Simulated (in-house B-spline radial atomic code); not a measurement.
# Ionising neutral indium with different functionals

Computed with an all-electron radial atomic-structure program (B-spline basis): scalar-relativistic (spin-free X2C) Hamiltonian, Fermi nucleus of rms radius 4.6156 fm, spin-polarised at highest spin, spherical fractional occupations for the functionals, and exact exchange of hybrids averaged over the configuration. The ionisation energy is the difference of two self-consistent energies, [Kr] 4d10 5s2 5p1 → [Kr] 4d10 5s2, without Breit or QED terms; ε is the level of the shell that loses the electron (its least bound occupied spin orbital). There is no spin-orbit coupling in this Hamiltonian.

| method | rung | ΔSCF (eV) | -ε(5p) (eV) |
| --- | --- | --- | --- |
| PBE0 | global hybrid | 5.56 | 3.55 |
| B3LYP | global hybrid | 5.63 | 3.38 |
| TPSSh | global hybrid | ? | ? |
| BHandHLYP | global hybrid | 5.54 | 4.16 |
| r2SCAN0 | global hybrid | 5.57 | 3.65 |
| B97-1 | global hybrid | 5.40 | 3.22 |
| HSE06 | range-separated hybrid | 5.60 | 3.19 |
| wB97X | range-separated hybrid | 5.57 | 5.37 |
| CAM-B3LYP | range-separated hybrid | 5.69 | 4.61 |
| LC-wPBE | range-separated hybrid | ? | ? |

Q: What does LC-wPBE give?

A: ΔSCF 5.67 eV, and -ε(5p) = 5.75 eV.

Q: What does TPSSh give?

A: ΔSCF 5.44 eV, and -ε(5p) = 3.04 eV.

Q: Among the functionals, which spreads more, the ΔSCF values or the orbital energies?

A: The orbital energies: ΔSCF values span about 0.29 eV and the orbital energies 2.70 eV; here energy differences depend much less on the functional than eigenvalues do.

Q: How do they compare with the NIST value?

A: NIST lists 5.786 eV (measured, ground level to ground level). Errors run from -0.39 to -0.10 eV; CAM-B3LYP is closest (-0.10 eV), but part of that can be cancellation, since the calculations leave out spin-orbit coupling, Breit-QED terms, multiplet and fine-structure energies.
